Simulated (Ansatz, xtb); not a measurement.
**C4H3F3S: 3 structures ranked**

3 gas-phase structures of C4H3F3S, from a drawn sample of its isomers (lower ones may exist). Each was relaxed with GFN2-xTB:

A. `FC(F)(F)C#CCS`, a singlet
B. `FC(F)(F)CC#CS`, a singlet
C. `C#C[C@@H](S)C(F)(F)F`, a singlet

Task: Estimate their order in r2SCAN-D4/def2-SVP energy at these geometries, lowest first.

Result: Calculated order at r2SCAN-D4/def2-SVP: B (0.0), C (27.9), A (34.3) kJ/mol.

Energies above the lowest of each column, in kJ/mol; the last columns are at B3LYP-D3(BJ)/def2-SVP geometries:

```csv
structure,GFN2-xTB,HF/STO-3G,r2SCAN-D4/def2-SVP,B3LYP-D3(BJ)/def2-SVP,CCSD(T)/def2-SVP + ΔMP2/def2-TZVPP
B,0.0,0.0,0.0,0.0,0.0
C,32.6,48.7,27.9,27.7,24.7
A,24.1,42.0,34.3,33.6,36.3
```

Every level run on B puts it lowest or level with the lowest. Flexible structures stand in one conformer each, not always the lowest. ΔMP2 is the change of the MP2 energy from the smaller to the larger basis.

Programs: Ansatz 0.2.0, xtb 6.7.1.
